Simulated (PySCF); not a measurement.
# `N#C[C@H]1C[Si@H]1[SiH](N)N`, C3H9N3Si2

Molfile (atoms numbered from 1):
```
C3H9N3Si2
     RDKit          3D

 17 17  0  0  0  0  0  0  0  0999 V2000
   -2.1241    1.9732    0.8620 N   0  0  0  0  0  0  0  0  0  0  0  0
   -2.1008    0.8254    0.7710 C   0  0  0  0  0  0  0  0  0  0  0  0
   -1.9626   -0.5600    0.6433 C   0  0  1  0  0  0  0  0  0  0  0  0
   -1.9292   -1.1385   -0.7752 C   0  0  0  0  0  0  0  0  0  0  0  0
   -0.2296   -1.1864    0.0489 Si  0  0  1  0  0  4  0  0  0  0  0  0
    1.3312    0.4108   -0.5230 Si  0  0  0  0  0  4  0  0  0  0  0  0
    1.1734    1.6213    0.6839 N   0  0  0  0  0  0  0  0  0  0  0  0
    2.9807   -0.0683   -0.4030 N   0  0  0  0  0  0  0  0  0  0  0  0
   -2.5218   -1.1207    1.3815 H   0  0  0  0  0  0  0  0  0  0  0  0
   -2.1202   -0.4196   -1.5619 H   0  0  0  0  0  0  0  0  0  0  0  0
   -2.5266   -2.0299   -0.9068 H   0  0  0  0  0  0  0  0  0  0  0  0
   -0.0399   -2.5087    0.6630 H   0  0  0  0  0  0  0  0  0  0  0  0
    1.2005    0.7890   -1.9415 H   0  0  0  0  0  0  0  0  0  0  0  0
    1.8588    2.3593    0.7221 H   0  0  0  0  0  0  0  0  0  0  0  0
    0.2557    1.9971    0.8728 H   0  0  0  0  0  0  0  0  0  0  0  0
    3.3885   -0.1988    0.5072 H   0  0  0  0  0  0  0  0  0  0  0  0
    3.3590   -0.7331   -1.0543 H   0  0  0  0  0  0  0  0  0  0  0  0
  1  2  3  0
  2  3  1  0
  3  4  1  0
  4  5  1  0
  5  6  1  0
  6  7  1  0
  6  8  1  0
  5  3  1  0
  3  9  1  1
  4 10  1  0
  4 11  1  0
  5 12  1  1
  6 13  1  0
  7 14  1  0
  7 15  1  0
  8 16  1  0
  8 17  1  0
M  END
```

Level of theory: TDDFT CAM-B3LYP/def2-SVPD circular dichroism and optical rotation, one conformer, gas phase in PySCF. Geometry: GFN2-xTB.

The molecule is flexible and this is one conformer; a measurement averages over conformers.

What are the CIP labels of the stereocentres?

C3 S, Si5 R.

List the lowest 8 singlet excitations with oscillator and rotatory strengths.

Rotatory strengths R in 10⁻⁴⁰ esu² cm², velocity form and length form (origin at the centre of mass); f in length form.
```tsv
state	E (eV)	λ (nm)	f	R (velocity)	R (length)	main
1	5.40	230	0.018	-28.8	-27.1	HOMO→LUMO 0.44, HOMO→LUMO+1 0.30
2	5.58	222	0.005	+5.3	+5.9	HOMO−1→LUMO 0.72, HOMO→LUMO+1 0.17
3	5.74	216	0.138	+65.9	+66.3	HOMO→LUMO 0.37, HOMO→LUMO+1 0.37
4	5.95	208	0.046	-32.0	-33.5	HOMO−1→LUMO+1 0.69, HOMO−2→LUMO 0.10
5	6.20	200	0.017	+9.2	+8.0	HOMO−2→LUMO 0.80, HOMO−1→LUMO+1 0.09
6	6.43	193	0.015	+38.8	+36.7	HOMO−2→LUMO+1 0.81
7	6.66	186	0.020	0.0	-0.9	HOMO→LUMO+2 0.20, HOMO→LUMO+4 0.16
8	6.73	184	0.016	-25.8	-25.9	HOMO−3→LUMO 0.71, HOMO−3→LUMO+1 0.10
```

Among the states computed, the strongest CD band (largest |R|) is state 3. The largest dissymmetry factor in size, g = 4R/(D+G), with D and G the electric and magnetic dipole strengths, is +0.024 for state 6 (velocity form, f = 0.016), among bands with |R| over 0.5. The mirror image has the same energies and oscillator strengths and all R with the opposite sign.
